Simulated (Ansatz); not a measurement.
Name a neutral molecule of C, Cl, S, Sn and H with HOMO energy (PBE0/def2-TZVPP) between -8.15 and -7.85 eV and LUMO energy (ωB97M-V/def2-TZVPP) between 0.10 and 0.40 eV (Ansatz, PBE0-D4/def2-TZVP geometry).

`[CH3][Sn]([SH])([Cl])[Cl]` (-7.95 eV, 0.25 eV). Other molecules can fit too; these were computed, each in one conformer that needn't be the lowest.
